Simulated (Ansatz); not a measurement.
fluorenone (C₁₃H₈O), SMILES O=C1c2ccccc2-c2ccccc21. Heavy atoms are numbered as in [O:1]=[C:2]1[c:3]2[cH:4][cH:5][cH:6][cH:7][c:8]2-[c:9]2[cH:10][cH:11][cH:12][cH:13][c:14]21.

Level of theory: Ansatz (an electronic-structure program) with B3LYP-D3(BJ)/def2-SVP.

Bond lengths of the relaxed neutral molecule (Å): O1–C2 1.212, C2–C3 1.502, C2–C14 1.502, C3–C4 1.388, C3–C8 1.412, C4–C5 1.403, C5–C6 1.400, C6–C7 1.405, C7–C8 1.391, C8–C9 1.483, C9–C10 1.391, C9–C14 1.412, C10–C11 1.405, C11–C12 1.400, C12–C13 1.403, C13–C14 1.388.

Task: How do the bond lengths change in the relaxed lowest triplet? (Estimate from the structure and the level; the computed values follow.)

Result: 
| bond | neutral (Å) | triplet (Å) |
|---|---|---|
| O1–C2 | 1.212 | 1.236 |
| C2–C3 | 1.502 | 1.471 |
| C2–C14 | 1.502 | 1.471 |
| C3–C4 | 1.388 | 1.397 |
| C3–C8 | 1.412 | 1.469 |
| C4–C5 | 1.403 | 1.390 |
| C5–C6 | 1.400 | 1.444 |
| C6–C7 | 1.405 | 1.372 |
| C7–C8 | 1.391 | 1.429 |
| C8–C9 | 1.483 | 1.402 |
| C9–C10 | 1.391 | 1.429 |
| C9–C14 | 1.412 | 1.469 |
| C10–C11 | 1.405 | 1.372 |
| C11–C12 | 1.400 | 1.444 |
| C12–C13 | 1.403 | 1.390 |
| C13–C14 | 1.388 | 1.397 |
